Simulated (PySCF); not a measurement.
# C₃H₉FO₂Si₃: full NMR table

- Formula: C3H9FO2Si3
- SMILES: O=C[SiH2]/C(F)=C\[SiH2]O[SiH3]
- InChI: InChI=1S/C3H9FO2Si3/c4-3(8-2-5)1-9-6-7/h1-2H,8-9H2,7H3/b3-1-
- Point group of the computed structure: C1
- Degrees of unsaturation: 2
- Carbon signals: 3
- Proton signals: 5

Bonds (- single, = double, # triple, : aromatic): O1=C2, C2-Si3, Si3-C4, C4-F5, C4=C6, C6-Si7, Si7-O8, O8-Si9. C2 carries H10; Si3 carries H11, H12; C6 carries H13; Si7 carries H14, H15; Si9 carries H16, H17, H18. Stereochemistry as in O=C[SiH2]/C(F)=C\[SiH2]O[SiH3].

[PySCF 2.14: NMR shieldings at PBE0/pcSseg-1/GIAO; geometry: GFN2-xTB; rapidly exchanging positions averaged; isolated molecule; non-relativistic; one computed conformer]

Scale: TMS for 1H (31.72 ppm) and 13C (186.93 ppm) and 29Si (349.16 ppm); CFCl3 for 19F (170.95 ppm); 17O (336.08 ppm) vs H2O (reference shieldings calculated alike).

```tsv
carbon	δC, type	δH (multiplicity)	HMBC from (2–3 bonds)	span of the C tensor (ppm)
C2	243.4, CH	12.11 (m)	H11/H12	273
C4	178.9, C	–	H10, H13, H14/H15, H11/H12	163
C6	124.8, CH	5.99 (m)	H14/H15, H11/H12	197
```

Other nuclei:
| atoms | nucleus | environment | δ (ppm) | σ (ppm) |
| --- | --- | --- | --- | --- |
| H14/H15 | 1H | hydrogen on a silicon bonded to C, O | 5.28 | 26.43 |
| H16/H17/H18 | 1H | hydrogen on a silicon bonded to O | 5.12 | 26.60 |
| H11/H12 | 1H | hydrogen on a silicon bonded to 2 C | 4.67 | 27.04 |
| F5 | 19F | vinylic fluorine | -39.1 | 210.0 |
| Si7 | 29Si | silicon bonded to C, O, 2 H | -31.7 | 380.9 |
| Si9 | 29Si | silicon bonded to O, 3 H | -40.9 | 390.0 |
| Si3 | 29Si | silicon bonded to 2 C, 2 H | -67.3 | 416.4 |
| O1 | 17O | carbonyl oxygen | 882.4 | -546.4 |
| O8 | 17O | oxygen bonded to 2 Si | 11.2 | 324.9 |

Carbon types of the structure: 1 × C, 2 × CH, leaving 7 H on heteroatoms. δC 243.4: carbonyl carbon. δC 178.9: fully substituted alkene carbon. δC 124.8: alkene CH; as expected for a trigonal carbon in a double bond. δH 12.11: hydrogen on a carbonyl carbon. δH 5.99: hydrogen on an alkene CH; olefinic region.

Splittings by 19F in the carbon and heteronuclear signals aren't shown, as no couplings were computed. Shifts are as computed. Against solution values, carbons near 30 ppm lie about +3 ppm off and those near 130 ppm about +5 ppm. Of 1309 compounds with measured shifts, 239 miss one by over three times the rms of a fit or turn the order of signals round; such compounds aren't used in these exercises. Unscaled 19F shifts against computed CFCl3 carry errors that often reach 10 to 50 ppm. Unscaled 17O shifts of doubly bonded oxygen tend to come out too high, by tens of ppm or more. Experimental scales use liquid or dissolved standards, which lie at an offset from isolated H2O (liquid H2O: subtract about 36 ppm). No couplings were computed; multiplicities are counted from neighbouring protons, with m where these are inequivalent, close in shift, in a saturated or five-membered ring or joined by F or P, and br s for small geminal =CH2 splittings.
